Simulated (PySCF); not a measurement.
Computed shifts of a molecule C3H10OSi2, KT2/pcSseg-1 (PySCF), GIAO, gas phase, atoms alike by connectivity averaged where their shifts nearly agree, in ppm (number of nuclei): ¹³C: 224.5 (1), 43.5 (1), -8.2 (1). ²⁹Si: -71.6 (1), -80.2 (1). ¹H: 4.68 (2), 4.31 (2), 2.67 (3), 0.49 (3). References: ¹³C against TMS (σ = 185.1 ppm); ²⁹Si against TMS (σ = 361.9 ppm); ¹⁷O against H2O (σ = 330.4 ppm); ¹H against TMS (σ = 31.47 ppm), references at their B3LYP-D3(BJ)/def2-TZVP geometries, non-relativistic. The structure is a stationary point at ωB97X-D3(BJ)/def2-SVP. One conformer was computed; it need not be the lowest.

Question: Which structure fits?
A) [SiH3][SiH2]C1COC1
B) C=C[Si@@H]([SiH3])CO
C) C[SiH2][SiH2]C(C)=O
D) O[C@]1([SiH3])CC[SiH2]1

Answer: C, C[SiH2][SiH2]C(C)=O
